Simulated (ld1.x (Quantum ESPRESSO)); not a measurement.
Building the ultrasoft potential for iron (Fe) (PBE, non-relativistic).

```
Element                 : Fe (Z = 26)
Generator               : ld1.x (Quantum ESPRESSO) 7.5
Type                    : ultrasoft
Functional              : PBE
Relativity              : non-relativistic
Frozen core             : [Ne] 3s2
Valence charge          : 14
Reference configuration : 3p6 3d6 4s1.5 4p0.5
Partial waves           : 4s (bound): rcut 2.00, rcutus 2.45 bohr; 4s channel at 1.25 Ry: rcut 2.00, rcutus 2.45 bohr; 3p (bound): rcut 1.20, rcutus 1.60 bohr; 4p (bound): rcut 1.20, rcutus 1.60 bohr; 3d (bound): rcut 0.85, rcutus 1.15 bohr; 3d channel at 2.8 Ry: rcut 0.85, rcutus 1.15 bohr
Local potential         : all-electron potential smoothed inside 2.00 bohr (lloc = -2)
Core correction         : none
Augmentation charge     : PSQ, radius 0.60 bohr
```

All-electron outer shells of the reference configuration (PBE, non-relativistic, ld1.x):

```
shell  level (eV)  outermost node (bohr)  outermost maximum (bohr)
   3s      -92.83                   0.33                      0.71
   3p      -60.52                   0.30                      0.72
   3d       -8.64                      –                      0.71
   4s       -5.75                   1.01                      2.41
   4p       -1.77                   1.10                      3.25
```

Calculated quality:

| Property | Result |
| --- | --- |
| Cutoffs needed | 80 Ry and 140 Ry (the cutoffs (Ry, on a coarse ladder) from which the occupation-weighted sum of valence levels, in a spherical-Bessel basis at the reference potential, stays within 10 and 1 mRy of its value at 400 Ry) |
| Ghost test | no extra level below or beside the all-electron valence levels (s, p, d, f tested) (spherical-Bessel basis up to 400 Ry, 20 bohr box) |
| Configuration tests | test run stopped at test 1 of 7 (negative rho) |
| Lowest eigenvalue of the overlap operator | 0.09 (p channel) |
| Density cutoff estimated by the generator | 1042 Ry |

Generation and tests took about 0.86 s on one core of a shared server CPU.
